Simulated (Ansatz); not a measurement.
Total energies of C₅H₁₂O₂Si₂ (`CO[SiH2]C#C[SiH](C)OC`).

```tsv
atom	x (Å)	y (Å)	z (Å)
C1	3.6608	-0.3035	-0.2141
O2	3.2204	-1.4699	-0.8735
Si3	1.8934	-2.3087	-0.4140
C4	0.4124	-1.2347	-0.4144
C5	-0.5581	-0.5022	-0.4053
Si6	-2.0246	0.6053	-0.3816
C7	-1.8481	1.9493	-1.6404
O8	-2.1534	1.3105	1.0924
C9	-2.2540	0.5778	2.2920
H10	2.8993	0.4830	-0.2472
H11	4.5577	0.0547	-0.7215
H12	3.9102	-0.5066	0.8338
H13	1.7267	-3.4035	-1.3925
H14	2.0438	-2.8392	0.9669
H15	-3.2048	-0.2632	-0.6433
H16	-2.7227	2.6035	-1.6250
H17	-1.7518	1.5234	-2.6418
H18	-0.9608	2.5516	-1.4352
H19	-1.3662	-0.0430	2.4543
H20	-3.1382	-0.0702	2.2928
H21	-2.3423	1.2857	3.1177
```

Charge 0, multiplicity 1. The geometry is a stationary point of PBE0-D4/def2-TZVP. It is one conformer, not always the lowest. Basis def2-TZVPP, Ansatz.

RPA on PBE orbitals: Hartree–Fock energy of these orbitals -924.03629 Eh, correlation -2.52532 Eh (frozen core).

```json
{"functional": "HSE06 (plane-wave form)", "energy without D4 (Eh)": "-926.69955", "D4 term (kJ/mol)": "-38.9"}
{"functional": "PBE-QIDH", "energy without D4 (Eh)": "-926.51947", "D4 term (kJ/mol)": "–"}
```

Task: Give the same for LDA (SPW92), PBE, revPBE, BLYP, r2SCAN, B97M-V, PBE0, B3LYP, r2SCANh, r2SCAN0, BHLYP, CAM-B3LYP, LC-ωPBE, ωB97X-V, ωB97M-V, B2PLYP. (An estimate is asked.)

Result: Ansatz gave: 
```
 functional  energy without D4 (Eh)  D4 term (kJ/mol)
LDA (SPW92)              -922.12201                 –
        PBE              -926.64403             -48.4
     revPBE              -927.14431            -142.2
       BLYP              -927.25404            -103.8
     r2SCAN              -927.13869             -13.4
     B97M-V              -927.20292                 –
       PBE0              -926.73140             -41.6
      B3LYP              -927.44317             -76.9
    r2SCANh              -927.11813             -14.2
    r2SCAN0              -927.08934             -15.6
      BHLYP              -927.19707             -58.7
  CAM-B3LYP              -927.24259             -42.4
    LC-ωPBE              -926.97806                 –
    ωB97X-V              -927.19052                 –
    ωB97M-V              -927.20255                 –
     B2PLYP              -926.87331                 –
```

B3LYP takes the VWN-RPA correlation (the form of Gaussian; ORCA's B3LYP/G). HSE06 is the plane-wave form, built on full-range PBE exchange. The double hybrids freeze the cores in their second-order part.

LC-ωPBE has ω = 0.4 bohr⁻¹.
